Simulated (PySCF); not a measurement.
Shapes and spin states of FPdN

Method: PySCF, PBE0, basis Pd def2-TZVP with ECP28, N def2-TZVP, F def2-TZVP (scalar-relativistic core potentials, no spin–orbit coupling, density fitting).

Relaxations began from a few typed shapes and spin states; open shells are unrestricted. The search is not exhaustive: other isomers or separated fragments can lie lower, and high-lying points may rest on an excited occupation.

| spin | group | bonds | angles | imaginary modes (cm⁻¹) | ΔE (kJ/mol) | ΔE with ZPE (kJ/mol) |
| --- | --- | --- | --- | --- | --- | --- |
| triplet | Cs | Pd–F 1.905 Å, Pd–N 1.699 Å | F–Pd–N 129.4° | none | 0.0 | 0.0 |
| triplet | C∞v | Pd–F 1.903 Å, Pd–N 1.700 Å | F–Pd–N 180.0° | 156i | 14.7 | – |
| broken-symmetry Ms = 0 (⟨S²⟩ 1.01) | Cs | Pd–F 1.897 Å, Pd–N 1.677 Å | F–Pd–N 142.6° | none | 28.3 | 29.2 |
| singlet (closed shell, unstable to spin polarisation) | Cs | Pd–F 1.855 Å, Pd–N 1.660 Å | F–Pd–N 163.4° | none | 69.9 | 71.6 |
| quintet | C∞v | Pd–F 1.886 Å, Pd–N 1.950 Å | F–Pd–N 180.0° | 235i, 235i | 96.7 | – |

The lowest minimum found is the triplet Cs: Pd–F 1.905 Å, Pd–N 1.699 Å; F–Pd–N 129.4°.

Formally Pd is in oxidation state +4, d6, with 2 unpaired electrons (the high-spin count would be 4). The Mulliken spin on Pd is 0.43, so most of the spin sits on the ligands and the formal count fails. The polar-tensor charge on Pd, 0.84, is far below the formal one.

For the lowest minimum: open d and f shells are described by one determinant, and the ground state may have another occupation or spin.

The electron or spin density has lower symmetry than the nuclear frame for the triplet C∞v at 14.7 kJ/mol.
